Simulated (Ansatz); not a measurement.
Mulliken charges of `[Br][Bi]([Br])[Br]` from r2SCAN/def2-TZVPP in Ansatz (PBE0-D4/def2-TZVP geometry).

| atom | x (Å) | y (Å) | z (Å) | charge (e) |
| --- | --- | --- | --- | --- |
| Br1 | 0.309 | 0.707 | 2.152 | -0.313 |
| Bi2 | -0.856 | -0.347 | 0.103 | 0.938 |
| Br3 | 1.037 | -1.927 | -0.664 | -0.313 |
| Br4 | -0.491 | 1.566 | -1.592 | -0.313 |

Problem. By hand: the dipole of these point charges (1 e Å = 4.8032 D).

Solution. Σ q r = (-1.071, -0.434, 0.129) e Å, of length 1.163 e Å = 5.59 D.

Problem. How does the dipole of the full density compare? (An estimate is asked.)

Solution. Computed: (-0.636, -0.258, 0.077) e Å, 3.32 D; the point charges give 1.68 times that, at 0° from its direction.

Point charges leave out the atoms' own dipoles, such as those of lone pairs, and Mulliken's split depends on the basis, so the two needn't agree.
